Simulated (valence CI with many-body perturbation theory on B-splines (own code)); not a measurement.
**Hg⁷⁺: what each term of the Hamiltonian does**

Calculated by configuration interaction combined with many-body perturbation theory (CI+MBPT): five valence electrons over a frozen Dirac-Fock core [Xe] 4f14, radial functions for each j: 7 s, 7 p, 8 d, 6 f, 4 g, 1 h, with the one-electron correlation potential Σ1, the two-electron term Σ2, the three-electron term Σ3, Breit, model QED; selected CI, second order for the rest, scaled by the run's own slope (own B-spline code, finite nucleus).

No measured spectrum was set against this ion. As an estimate, terms of the open shell hold to 2 to 4 % of their energy, and close levels can change places; different configurations can be misplaced against each other by 1,000 to 8,000 cm⁻¹. Core correlation moves these levels by up to 16000 cm⁻¹, and in measured spectra 5 to 20 % of such shifts remained as error; rates that hang on mixing are uncertain with them. Among the levels kept, up to 910 cm⁻¹ of a level comes from second order outside the variational space, and about a tenth of that is noise between levels of different J, which matters for small intervals. Only levels of the ground parity were solved; by the run's estimate the other parity begins above the list, which can be wrong where configurations are misplaced.

Each rung adds one term. CI alone is the Dirac-Coulomb CI over the frozen core; QED comes last and gives the full result, which names the levels. Energies are above (5d3/2^3 5d5/2^2) J=5/2 [a] on the same rung, in cm⁻¹.

Levels are named by their leading jj configuration (3d3/2^4 stands for four electrons in 3d with j = 3/2), which in mixed levels can hold well under half, so a name can repeat and another be missing. Letters in brackets count levels of one name in rising energy.

| Level | CI alone |
| --- | --- |
| (5d3/2^4 5d5/2) J=5/2 | 19804 |
| (5d3/2^3 5d5/2^2) J=7/2 | 29603 |
| (5d3/2^3 5d5/2^2) J=3/2 | 29857 |
| (5d3/2^3 5d5/2^2) J=11/2 | 32113 |
| (5d3/2^3 5d5/2^2) J=5/2 [b] | 32916 |
| (5d3/2^3 5d5/2^2) J=9/2 | 33941 |
| (5d3/2^3 5d5/2^2) J=1/2 | 34950 |
| (5d3/2^2 5d5/2^3) J=7/2 [a] | 41401 |
| (5d3/2^3 5d5/2^2) J=5/2 [c] | 42476 |
| (5d3/2^2 5d5/2^3) J=7/2 [b] | 48014 |
| (5d3/2^2 5d5/2^3) J=11/2 | 48670 |
| (5d3/2^2 5d5/2^3) J=1/2 [a] | 47980 |
| (5d3/2^2 5d5/2^3) J=3/2 [a] | 48259 |
| (5d3/2^2 5d5/2^3) J=9/2 [a] | 51330 |
| (5d3/2^2 5d5/2^3) J=3/2 [b] | 50831 |
| (5d3/2^2 5d5/2^3) J=13/2 | 54295 |

Q: What do these energies become with core correlation, Breit and QED?

A: (5d3/2^4 5d5/2) J=5/2 18956 (-848); (5d3/2^3 5d5/2^2) J=7/2 28731 (-872); (5d3/2^3 5d5/2^2) J=3/2 29963 (+106); (5d3/2^3 5d5/2^2) J=11/2 30933 (-1180); (5d3/2^3 5d5/2^2) J=5/2 [b] 32781 (-135); (5d3/2^3 5d5/2^2) J=9/2 33049 (-892); (5d3/2^3 5d5/2^2) J=1/2 35726 (+776); (5d3/2^2 5d5/2^3) J=7/2 [a] 41085 (-316); (5d3/2^3 5d5/2^2) J=5/2 [c] 43165 (+689); (5d3/2^2 5d5/2^3) J=7/2 [b] 47471 (-543); (5d3/2^2 5d5/2^3) J=11/2 47604 (-1066); (5d3/2^2 5d5/2^3) J=1/2 [a] 49100 (+1120); (5d3/2^2 5d5/2^3) J=3/2 [a] 49636 (+1377); (5d3/2^2 5d5/2^3) J=9/2 [a] 50851 (-480); (5d3/2^2 5d5/2^3) J=3/2 [b] 52268 (+1436); (5d3/2^2 5d5/2^3) J=13/2 53000 (-1295).

Q: How does the ionisation energy move along the ladder, and which term matters most?

A: CI alone 111.92, + Σ1 113.34, + Σ2 114.64, + Σ3 114.62, + Breit 114.66, + QED 114.67 eV. The largest step is Σ1, 1.42 eV, with Σ2 about as large (1.30). NIST lists 113.9 ± 2.1 eV (theoretical).
